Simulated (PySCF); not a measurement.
PySCF input for dimethyl selenide (C2H6Se), SMILES C[Se]C, B3LYP/pcSseg-1. Coordinates come from a B3LYP-D3(BJ)/def2-TZVP optimisation.

```python
import numpy as np
from pyscf import gto, scf, dft
from pyscf.prop.nmr import rks as nmr

mol = gto.M(
    atom='''
    C    -1.46533715   -0.00000000   -0.82632945
    Se    0.00000000    0.00000000    0.47691939
    C     1.46533715   -0.00000000   -0.82632945
    H    -1.41680415    0.89375260   -1.44490092
    H    -2.39416283    0.00000000   -0.25985112
    H    -1.41680415   -0.89375260   -1.44490092
    H     1.41680415   -0.89375260   -1.44490092
    H     1.41680415    0.89375261   -1.44490092
    H     2.39416282   -0.00000000   -0.25985112
    ''',
    basis='pcSseg-1',
    charge=0,
    spin=0,
    max_memory=2000,
    verbose=3,
)
mf = dft.RKS(mol, xc='b3lyp')
mf.grids.level = 3
mf.conv_tol = 1e-10
mf.max_cycle = 100
mf.kernel()
n = nmr.NMR(mf)
n.verbose = 2
n.max_cycle_cphf = 60
sigma = n.kernel()
print('atom   isotropic/ppm   span/ppm')
for i, s in enumerate(sigma):
    w = np.linalg.eigvalsh((s + s.T) / 2)
    print(f'{mol.atom_symbol(i):2s}{i + 1:3d} {w.mean():14.3f} {w[2] - w[0]:11.3f}')
```

Program output:

```
converged SCF energy = -2481.15287844541
atom   isotropic/ppm   span/ppm
C   1        163.175      37.803
Se  2       1647.938     748.947
C   3        163.175      37.803
H   4         29.747      13.593
H   5         30.126      14.050
H   6         29.747      13.593
H   7         29.747      13.593
H   8         29.747      13.593
H   9         30.126      14.050
```

The calculation finished and met its thresholds.

Cost: very roughly 25 core-seconds.
